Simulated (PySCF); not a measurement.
H₇Si₃, SMILES [SiH2][SiH2][SiH3] (connectivity only; charge and spin as stated), charge +1, multiplicity 1.

Geometry optimised at B3LYP-D3(BJ)/def2-SVP. The multiplicity is an assumed one; other spin states were not compared. The isomer is the one that the SMILES or the coordinates give; other isomers of the formula were not compared.

Level of theory: ωB97X/def2-TZVPD in PySCF.

Gas-phase values at a fixed geometry.

The total energy comes out as -872.36612 hartree and the highest occupied level is -15.14 eV. The lowest empty level comes out as -6.82 eV and the orbital gap is 8.32 eV. The dipole moment about the centre of nuclear charge comes out as 3.71 D. The mean static polarisability is 84.5 bohr³ (12.52 Å³) and the polarisability, principal values comes out as 68.8, 76.1, 108.5 bohr³.
